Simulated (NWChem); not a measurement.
Molecule: CH$_{7}$NSn; SMILES [CH3][SnH2][NH2]

```xyz
10

Sn    -0.2932    -0.0405     0.0000
C      0.8152     1.8120     0.0000
N      0.8691    -1.7312     0.0000
H     -1.2555    -0.1538     1.4167
H     -1.2555    -0.1538    -1.4167
H      1.4511     1.8771     0.8946
H      0.1181     2.6629     0.0000
H      1.4511     1.8771    -0.8946
H      1.4715    -1.8020    -0.8184
H      1.4715    -1.8020     0.8184
```
Atoms are numbered in this order, from 1.

All runs: NWChem. STO-3G and 3-21G are far too small for this property and stand as cheap habits. Coordinates come from a PBE0/def2-SVP optimisation. def2 effective core potentials on Sn; no spin-orbit coupling. Field at 589 nm.

| level | isotropic polarisability (bohr³) | anisotropy (bohr³) |
|---|---|---|
| B3LYP/STO-3G (all-electron, non-relativistic) | ? | ? |
| B3LYP/def2-SVP (core potentials) | 55.6 | 10.0 |
| B3LYP/def2-SVPD (core potentials) | 67.7 | 14.8 |

Problem. Fill in the missing entries.

Solution. 
- B3LYP/STO-3G (all-electron, non-relativistic), isotropic polarisability (bohr³): 26.0
- B3LYP/STO-3G (all-electron, non-relativistic), anisotropy (bohr³): 7.2
